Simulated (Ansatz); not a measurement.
Cartesian coordinates in Å:
```
C 1.436 1.831 -0.424
B 0.717 0.991 0.669
Si -0.141 -0.798 0.310
C -1.079 -0.891 -1.311
N -1.234 -1.171 1.598
H 1.192 1.591 -1.461
H 1.367 2.911 -0.267
H 2.505 1.592 -0.285
H 0.767 1.402 1.800
H 1.004 -1.771 0.178
H -1.511 -1.885 -1.457
H -0.411 -0.695 -2.153
H -1.893 -0.162 -1.337
H -0.985 -0.897 2.534
H -1.733 -2.048 1.608
```

The species carries charge 0 and has multiplicity 1.

List the r2SCAN/def2-TZVPP orbital energies in eV (Ansatz). (Best estimate.)

The calculation gave: Occupied: -1790.27, -384.43, -272.48, -272.34, -180.21, -140.70, -95.58, -95.56, -95.54, -21.81, -18.28, -17.84, -13.14, -12.17, -11.39, -10.57, -10.25, -10.11, -9.78, -9.10, -8.26, -7.86, -6.52, -5.87. Lowest empty: -2.21, 0.67, 1.15, 1.76, 2.28, 2.58, 2.73, 2.90.
